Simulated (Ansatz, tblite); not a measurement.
Forces on Mg5S4I2 at its PBE-D4/def2-SVP geometry. Total charge 0; singlet.

In the def2 sets I takes a core potential; there is no spin–orbit coupling. The xTB rows come from tblite. Single mean-field runs in def2-TZVP are fitted with def2-universal-jkfit.

GFN2-xTB (tblite), largest force 0.38 eV/Å:

```xyz
11
positions Å, forces eV/Å
Mg   -2.375   -0.473   -0.348    0.139   -0.269   -0.237
Mg    0.537   -1.569    1.799    0.061   -0.239   -0.294
Mg    0.195   -1.807   -1.187   -0.080    0.041    0.129
Mg   -0.370    1.786   -1.483    0.242   -0.076    0.049
Mg    2.165    0.833    0.386   -0.122    0.060   -0.219
S    -1.402   -2.422    0.666    0.156    0.181   -0.119
S    -1.179   -0.293   -2.461   -0.031    0.007    0.281
S     2.243   -1.581    0.062   -0.237    0.085    0.129
S     1.694    2.682   -0.928   -0.063   -0.159    0.005
I    -2.641    2.133    0.355   -0.074    0.201    0.106
I     1.135    0.712    3.140    0.011    0.168    0.168
```

PBE-D4/def2-TZVP (Ansatz), largest force 0.38 eV/Å:

```
Mg 0.242 -0.050 -0.077
Mg 0.000 0.041 -0.255
Mg -0.084 0.163 0.197
Mg 0.087 -0.065 0.084
Mg -0.119 0.012 -0.067
S 0.131 0.255 -0.049
S 0.093 0.017 0.280
S -0.255 0.148 0.024
S -0.181 -0.320 0.082
I 0.087 -0.117 -0.076
I -0.002 -0.084 -0.143
```

PBE0-D4/def2-TZVP (Ansatz), largest force 0.65 eV/Å:

```
Mg 0.303 -0.069 -0.107
Mg 0.006 0.043 -0.324
Mg -0.110 0.184 0.243
Mg 0.137 -0.046 0.069
Mg -0.107 0.045 -0.110
S 0.259 0.462 -0.116
S 0.163 0.041 0.535
S -0.480 0.284 0.061
S -0.313 -0.547 0.146
I 0.153 -0.229 -0.137
I -0.011 -0.168 -0.260
```
